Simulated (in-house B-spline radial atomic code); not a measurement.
**Tl⁺: [Xe] 4f14 5d10 6s1 6p1 (with a hole in an inner shell)**

Computed with an all-electron radial atomic-structure program (B-spline basis): Dirac-Hartree-Fock, average of configuration, Fermi nucleus of rms radius 5.4759 fm.

Screening seen three ways: the hydrogenic charge with the same mean radius, Z_r = [3n² - l(l+1)]/(2<r>), the one with the same energy, Z_e = n√(-2ε), and Slater's rules. Values are occupation-weighted means over j. An effective charge above Z reflects the relativistic contraction of the inner shells.

```tsv
shell	electrons	ε (eV)	<r> (bohr)	Z_r	Z_e	Slater
1s	2	-86111	0.01632	91.91	79.56	80.70
2s	2	-15488	0.06804	88.19	67.48	76.85
2p	6	-13459	0.0618	80.90	62.90	76.85
3s	2	-3774.2	0.1767	76.40	49.97	69.75
3p	6	-3172.1	0.178	70.23	45.81	69.75
3d	10	-2482.9	0.1625	64.60	40.53	59.85
4s	2	-887.82	0.3914	61.32	32.31	53.25
4p	6	-684.88	0.4152	55.39	28.38	53.25
4d	10	-427.26	0.4389	47.85	22.42	41.85
5s	2	-161.97	0.8903	42.12	17.25	23.35
4f	14	-147.65	0.4659	38.63	13.18	30.45
5p	6	-103.71	1.013	36.02	13.80	23.35
5d	10	-31.968	1.357	25.42	7.66	9.85
6s	1	-20.951	2.427	22.25	7.45	5.35
6p	1	-11.931	3.288	16.12	5.62	5.35
```

The least bound orbital is 6p3/2 at -11.49 eV, and it is also the most diffuse (<r> = 3.396 bohr).

Spin-orbit splittings of the orbital energies (j = l + 1/2 above j = l - 1/2 when positive): 2p 2069 eV, 3p 466 eV, 3d 98.61 eV, 4p 114.7 eV, 4d 21.69 eV, 4f 4.788 eV, 5p 20.89 eV, 5d 2.424 eV, 6p 1.338 eV.

For the 1s electron the small component carries 9.52 % of the norm, the zero-frequency Breit interaction raises the level by 329.4 eV, self-energy by 212.8 eV, and vacuum polarisation lowers it by 44.72 eV.
